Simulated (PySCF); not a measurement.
## InH and its ions

RHF-CCSD(T); basis In def2-TZVP with ECP28, H def2-TZVP; scalar-relativistic core potentials; PySCF 2.14. Neutral (RHF): singlet (closed shell), Re = 1.835 Å, ωe = 1512 cm⁻¹, De = 2.61 eV.

InH⁺ (ROHF): doublet (σ ↑), Re = 1.851 Å, ωe = 1082 cm⁻¹, De = 0.19 eV to In⁺ + H. The energies at the minima are -190.05768 hartree for InH and -189.76606 for InH⁺.

(1) Work out the adiabatic ionisation energy, without and with harmonic zero-point energies (1 hartree = 27.2114 eV, 1 eV = 8065.5 cm⁻¹), and the change of the bond length.

Correlated steps freeze 4 core orbitals. Weak bonds: InH⁺. Basis-set superposition, not corrected here, can be much of De in a small basis, most of all at correlated wavefunction levels. Spin–orbit coupling is left out, which matters for elements this heavy, above all for dissociation energies. For an ion De counts to the pair picked by the measured ionisation energies or electron affinities, which need not be the lowest pair at this level. Where the molecule has an RHF reference, its open-shell atoms are computed with UHF. States were picked by a PBE0 search and need not be the measured ground states.

Answers

(1) At CCSD(T): 0.29162 hartree = 7.935 eV between the minima; the zero-point term (1082.0 − 1512.0)/2 cm⁻¹ = -0.027 eV makes it 7.909 eV. Re changes by +1.6 pm against the neutral. The electron leaves a σ orbital, and the small change of length marks it as nearly non-bonding.
